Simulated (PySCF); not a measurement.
**Radial density of Al⁺ (aluminium, charge +1)**

PBEsol, [Ne] 3s2, closed-shell 1S. All numbers are calculated (PySCF 2.14, the non-relativistic Hamiltonian (point nucleus), in dyall-av3z).

```json
{"r (bohr)": "0.00224", "4πr²ρ (e/bohr)": "0.08357"}
{"r (bohr)": "0.00377", "4πr²ρ (e/bohr)": "0.2272"}
{"r (bohr)": "0.00635", "4πr²ρ (e/bohr)": "0.6012"}
{"r (bohr)": "0.0107", "4πr²ρ (e/bohr)": "1.520"}
{"r (bohr)": "0.0180", "4πr²ρ (e/bohr)": "3.560"}
{"r (bohr)": "0.0302", "4πr²ρ (e/bohr)": "7.339"}
{"r (bohr)": "0.0508", "4πr²ρ (e/bohr)": "12.24"}
{"r (bohr)": "0.0854", "4πr²ρ (e/bohr)": "14.51"}
{"r (bohr)": "0.144", "4πr²ρ (e/bohr)": "10.92"}
{"r (bohr)": "0.242", "4πr²ρ (e/bohr)": "8.742"}
{"r (bohr)": "0.407", "4πr²ρ (e/bohr)": "12.46"}
{"r (bohr)": "0.684", "4πr²ρ (e/bohr)": "8.970"}
{"r (bohr)": "1.15", "4πr²ρ (e/bohr)": "2.163"}
{"r (bohr)": "1.93", "4πr²ρ (e/bohr)": "1.065"}
{"r (bohr)": "3.25", "4πr²ρ (e/bohr)": "0.4268"}
{"r (bohr)": "5.47", "4πr²ρ (e/bohr)": "0.01686"}
{"r (bohr)": "9.21", "4πr²ρ (e/bohr)": "3.465e-05"}
```
